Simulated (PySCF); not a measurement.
# Dipole response of Xe²⁺ (xenon, charge +2)

[Kr] 4d10 5s2 5p4, high-spin 3P determinant. Calculation: PySCF 2.14, in aug-cc-pV5Z-PP with ECP28MDF; scalar relativity through the core potential. Coupled (time-dependent) response in atomic units; α is the mean over directions.

```tsv
method	mean α (bohr³)	α xx, yy, zz	C₆ (like pair)	S(−4)
PBE0	12.76	12.69, 12.90, 12.69	90.13	27.22
BLYP	12.87	12.74, 13.12, 12.74	90.91	28.10
```

S(−4) is the Cauchy moment in α(ω) = α(0) + S(−4) ω² + …

Spin-orbit coupling is absent.

α(iu) at BLYP:

```
u (hartree)  α(iu) (bohr³)
          0          12.87
     0.0500          12.80
      0.100          12.59
      0.200          11.84
      0.300          10.79
      0.500          8.478
      0.750          6.100
       1.00          4.486
       1.50          2.705
       2.00          1.840
       3.00          1.053
       5.00         0.5018
```

A single London oscillator, α(iu) = α/(1 + u²/ω²), gives C₆ = (3/4) ω α². Matching the computed C₆ needs ω = 4 × 90.91 / (3 × 12.87²) = 0.732 hartree.

For an ion, C₆ is the dispersion term alone; charge-induced terms of lower order in 1/R come first.

The components differ because the open shell of this determinant is not spherical; for a pure term their mean is the scalar polarisability.

Energies and moments cover only the electrons outside the core potential.
